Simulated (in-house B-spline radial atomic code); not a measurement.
A run on Mo9+ that did not converge. Method: scalar-relativistic (X2C) wB97X, spin-polarised, spherical fractional occupations, exact exchange averaged over the configuration, Fermi nucleus of rms radius 4.4091 fm; computed with an all-electron radial atomic-structure program (B-spline basis).

Command:
```bash
python run_scf.py task.json out
```
Settings (nuclear radius in fm, mass in u):
```
Z                42
configuration    [Ar] 3d10 4s2 4p3
hamiltonian      x2c
method           wb97x
spin_polarised   True
nucleus          fermi
rms_radius       4.4091
atomic_mass      97.9054
speed_of_light   137.035999084
exact_exchange   averaged over the configuration
```

First and last ten iterations of the last attempt (damped for 15 steps, keeping 80 % of the old Fock matrix, then DIIS):
```
 iter        energy (Eh)    residual
    1       -4009.042866    1.09e+00
    2       -4020.980228    6.48e-01
    3       -4022.817220    4.60e-01
    4       -4023.768768    3.24e-01
    5       -4024.253104    2.27e-01
    6       -4024.496238    1.59e-01
    7       -4024.617026    1.11e-01
    8       -4024.676594    7.71e-02
    9       -4024.705830    5.37e-02
   10       -4024.720143    3.73e-02
  111       -4024.733925    3.33e-06
  112       -4024.733925    1.01e-06
  113       -4024.733925    3.82e-06
  114       -4024.733925    2.17e-06
  115       -4024.733925    2.33e-06
  116       -4024.733925    4.38e-06
  117       -4024.733925    3.31e-06
  118       -4024.733925    1.82e-06
  119       -4024.733925    1.32e-06
  120       -4024.733925    1.06e-06
 not converged after 120 iterations
```

The smallest residual met was 6.4e-07; the threshold is about 4e-07. Over the last five steps the energy moves by less than 4e-08 hartree, but the orbitals didn't meet the threshold. Run time, properties included: 14 s on 1 thread of Arm Neoverse N1, with other jobs on the host.
